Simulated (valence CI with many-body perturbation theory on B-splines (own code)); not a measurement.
Values are calculated unless marked as measured or tabulated.
## Level structure of Er LV

Level of theory: configuration interaction combined with many-body perturbation theory (CI+MBPT): four valence electrons over a frozen Dirac-Fock core [Ne], a basis of 11 s, 11 p, 9 d, 7 f, 5 g, 2 h, 1 i functions for each j, with the one-electron correlation potential Σ1 (screened to all orders), the two-electron term Σ2, the three-electron term Σ3, Breit, model QED; selected single and double excitations, second order for the rest (own B-spline code, finite nucleus).

The last digits are not significant, and no measured levels were compared; by estimate large intervals hold to a few tenths of a per cent, small ones and those within an open d or f shell to about a per cent.

Levels 46 to 65 of 65, with energies above the lowest level, (3s^2 3p1/2^2) J=0. "Leading %" is the weight of the configuration and term that name the level; weights of strongly mixed levels are sums over their largest components and can fall short. In the jj column 3d3/2^4 stands for four electrons in 3d with j = 3/2.

| No. | Configuration | Term | J | E (eV) | Leading % | Leading jj | g | Second component |
| --- | --- | --- | --- | --- | --- | --- | --- | --- |
| 46 | 3s3p²3d | ³G | 5 | 864.20 | 56 | 3s 3p1/2 3p3/2 3d5/2 (99 %) | 1.276 | 43 % 3s3p²3d ⁵F |
| 47 | 3s3p²3d | ³F | 2 | 864.91 | 24 | 3s 3p1/2 3p3/2 3d3/2 (70 %) | 0.952 | 12 % 3s3p²3d ¹D |
| 48 | 3s3p²3d | ³P | 0 | 865.46 | 61 | 3s 3p1/2 3p3/2 3d3/2 (61 %) |  | 16 % 3s²3d² ³P |
| 49 | 3s3p³ | ³P° | 2 | 871.72 | 50 | 3s 3p3/2^3 (96 %) | 1.423 | 16 % 3s3p³ ¹D° |
| 50 | 3s3p²3d | ³F | 3 | 872.56 | 45 | 3s 3p1/2 3p3/2 3d5/2 (91 %) | 1.248 | 14 % 3s3p²3d ⁵P |
| 51 | 3s3p²3d | ³D | 3 | 881.91 | 62 | 3s 3p1/2 3p3/2 3d5/2 (93 %) | 1.297 | 13 % 3s3p²3d ³F |
| 52 | 3s3p²3d | ³P | 1 | 882.31 | 44 | 3s 3p1/2 3p3/2 3d5/2 (76 %) | 1.165 | 24 % 3s3p²3d ³D |
| 53 | 3s3p²3d | ¹G | 4 | 884.42 | 40 | 3s 3p1/2 3p3/2 3d5/2 (89 %) | 1.164 | 38 % 3s3p²3d ³F |
| 54 | 3s3p²3d | ¹D | 2 | 886.35 | 31 | 3s 3p1/2 3p3/2 3d5/2 (84 %) | 1.128 | 12 % 3s3p²3d ³P |
| 55 | 3s3p²3d | ³D | 3 | 895.23 | 37 | 3s 3p1/2 3p3/2 3d5/2 (91 %) | 1.191 | 24 % 3s3p²3d ³F |
| 56 | 3s3p²3d | ³F | 4 | 897.57 | 45 | 3s 3p1/2 3p3/2 3d5/2 (90 %) | 1.140 | 36 % 3s3p²3d ³G |
| 57 | 3s3p²3d | ³D | 1 | 900.07 | 42 | 3s 3p1/2 3p3/2 3d5/2 (91 %) | 0.888 | 25 % 3s3p²3d ¹P |
| 58 | 3s3p³ | ¹P° | 1 | 901.36 | 38 | 3s 3p3/2^3 (97 %) | 1.193 | 24 % 3s3p³ ³S° |
| 59 | 3s²3d² | ³F | 2 | 909.34 | 55 | 3s^2 3d3/2^2 (63 %) | 0.838 | 13 % 3s3p²3d ³D |
| 60 | 3s3p²3d | ³P | 1 | 910.93 | 32 | 3s 3p1/2 3p3/2 3d5/2 (90 %) | 1.367 | 28 % 3s3p²3d ³S |
| 61 | 3s3p²3d | ¹F | 3 | 912.35 | 37 | 3s 3p1/2 3p3/2 3d5/2 (87 %) | 1.080 | 35 % 3s3p²3d ³F |
| 62 | 3s3p²3d | ³D | 2 | 913.78 | 21 | 3s 3p1/2 3p3/2 3d5/2 (78 %) | 1.152 | 19 % 3s3p²3d ¹D |
| 63 | 3s3p²3d | ³P | 0 | 914.52 | 44 | 3s 3p1/2 3p3/2 3d5/2 (78 %) |  | 33 % 3s3p²3d ¹S |
| 64 | 3s3p²3d | ³P | 2 | 920.39 | 32 | 3s 3p1/2 3p3/2 3d5/2 (90 %) | 1.172 | 30 % 3s3p²3d ³D |
| 65 | 3s²3d² | ³P | 0 | 931.29 | 55 | 3s^2 3d3/2^2 (69 %) |  | 16 % 3s²3d² ¹S |
